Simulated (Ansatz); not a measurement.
`FB1CO1` + `Cl[SiH]1[SiH2][GeH2]1` → `ClB1CO1` + `F[SiH]1[SiH2][GeH2]1` at 600 K and 1 bar (redistribution).

Isolated molecules relaxed with PBE0-D4/def2-TZVP in Ansatz; ΔE leaves out vibrations. CBS: MP2 limit from def2 TZ/QZ plus the TZ coupled-cluster correction, frozen cores. For Ge outer-core shells are correlated without core-valence functions, which leaves a few kJ/mol of doubt a bond. Scalar relativity is left out up to krypton.

| species | CCSD(T)/CBS energy (Eh) | H − E (kJ/mol) | S (J/(mol·K)) |
| --- | --- | --- | --- |
| `FB1CO1` | -239.05799 | 131.5 | 318.9 |
| `Cl[SiH]1[SiH2][GeH2]1` | -3117.06300 | 176.6 | 467.1 |
| `ClB1CO1` | -599.02877 | 129.4 | 333.0 |
| `F[SiH]1[SiH2][GeH2]1` | -2757.08542 | 177.9 | 450.5 |

H − E and S are ideal-gas, rigid-rotor, harmonic terms from PBE0-D4/def2-TZVP, for one conformer and one mirror image of each species. 1 Eh = 2625.50 kJ/mol, R = 8.31446 J/(mol·K).

Problem. By hand: ΔE, ΔH, ΔS and ΔG.

Solution. ΔE = (-599.02877) + (-2757.08542) − (-239.05799) − (-3117.06300) = 0.00680 Eh = 17.9 kJ/mol. Δ(H − E) = 129.4 + 177.9 − 131.5 − 176.6 = -0.8, so ΔH = 17.1 kJ/mol. ΔS = 333.0 + 450.5 − 318.9 − 467.1 = -2.5 J/(mol·K). ΔG = 17.1 − 600 × (-2.5)/1000 = 18.6 kJ/mol.

Problem. By hand: the equilibrium constant, and the temperature at which ΔG would vanish if ΔH and ΔS stayed fixed.

Solution. log₁₀ K = −ΔG/(RT ln 10) = -1.6. ΔH and −TΔS have one sign here, so there is no such temperature.

The number of gas molecules stays the same, so ΔS is small and ΔH decides. A doubt of 5 kJ/mol in ΔE shifts log₁₀ K by 0.4 here. Other conformers and mirror images would add mixing entropy, several J/(mol·K) or more a flexible species. These are equilibria of isolated gas molecules and say nothing of rates. Largest T1 diagnostic: 0.014 (customary marks: 0.02 for closed shells, 0.045 for open ones).

ΔS is within the doubt of such terms, so its sign, and with it that verdict, could turn.
